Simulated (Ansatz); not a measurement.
The same path of Cl2FGe2H3 + ClH (10 atoms, charge 0, multiplicity 1) was run twice with different band settings. Lost on the way: Ge1–Ge2, Cl9–H10. Made: Ge1–Cl9, Ge2–H10.

Theory: RHF/def2-SVP in Ansatz 0.2.0.

Relaxed end points:

```xyz
10
Properties=species:S:1:pos:R:3
Ge -0.214 -0.148 0.204
Ge -0.151 -0.406 2.643
H -0.920 -1.694 2.944
H 1.306 -0.519 3.076
H -0.845 0.806 3.260
Cl 1.501 -0.924 -0.824
Cl -0.525 1.872 -0.496
F -1.549 -1.010 -0.449
Cl 2.267 2.645 1.991
H 1.558 3.094 1.033
```

```xyz
10
Properties=species:S:1:pos:R:3
Ge 0.890 0.552 -0.910
Ge -0.405 0.156 3.613
H -1.584 -0.519 2.904
H 0.689 -0.875 3.906
H -0.892 0.772 4.932
Cl 1.408 -0.359 -2.744
Cl -0.990 1.507 -1.032
F 0.763 -0.678 0.259
Cl 2.390 1.893 -0.268
H 0.160 1.269 2.723
```

Common settings: spring 5.0 eV/Å²; optimiser quadratic models (default); start path through a guess of the saddle point; force threshold 0.05 eV/Å; iteration limit 60; end points relaxed.

| run | movable images | climbing image |
| --- | --- | --- |
| 1 | 5 | yes |
| 2 | 4 | no |

(1) What does each run give, and how far can it be trusted?

## Answers

(1) Run 1: converged after 30 iterations, highest image 3.062 eV above the first end. A structure lower than the last end lies on the path between it and the top, so the climb from that side starts below the end, which may itself be a saddle point or a shallow side well. Neighbouring images differ by up to 3.0 eV, so the band resolves the path poorly. A vibrational analysis at the climbing image gives one clearly imaginary mode, 1437i cm⁻¹: a first-order saddle point.
Run 2: converged after 22 iterations, highest image 0.354 eV above the first end. A structure lower than the last end lies on the path between it and the top, so the climb from that side starts below the end, which may itself be a saddle point or a shallow side well. No image climbed, so the highest image needn't sit at the top of the path. A band with more images between the same ends climbed to 3.06 eV, so this one has probably stepped over the top.
The orbitals stay closed-shell, which can raise the energy where a bond breaks towards radicals; this wasn't checked here.
